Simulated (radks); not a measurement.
Question: The mean radii <r> (bohr) of the occupied orbitals of an atom or ion are listed with their occupations. All-electron calculation, scalar-relativistic Kohn-Sham, LDA (Slater exchange, Perdew-Wang correlation), spin-polarised, spherical densities, point nucleus. Program: a radial shooting solver on a logarithmic mesh with Libxc functionals.

orbital  occ.      <r>
1s up       1  0.02038
1s down     1  0.02038
2s up       1  0.08651
2s down     1  0.08651
2p up       3  0.07674
2p down     3  0.07674
3s up       1   0.2256
3s down     1   0.2255
3p up       3   0.2247
3p down     3   0.2246
3d up       5   0.2039
3d down     5   0.2038
4s up       1   0.5086
4s down     1   0.5086
4p up       3   0.5397
4p down     3   0.5396
4d up       5   0.5846
4d down     5   0.5844
5s up       1    1.235
5p up       3    1.447
5p down     3    1.456
4f up       7   0.7931
4f down     5   0.7991
6s up       1    3.122

Name the element and its charge. Open shells, if any, are filled with parallel spins first.

Answer: Z = 68, erbium, charge +2: Er2+ in [Kr] 4d10 4f12 5s1 5p6 6s1. The 1s radius gives Z: for a bare nucleus <r> = (2 gamma + 1)/(2Z) with gamma = sqrt(1 - (Z/c)^2), 0.02012 bohr for Z = 68, and screening makes it slightly larger (0.02038 here). The occupations add up to 66, and the charge is Z minus that.
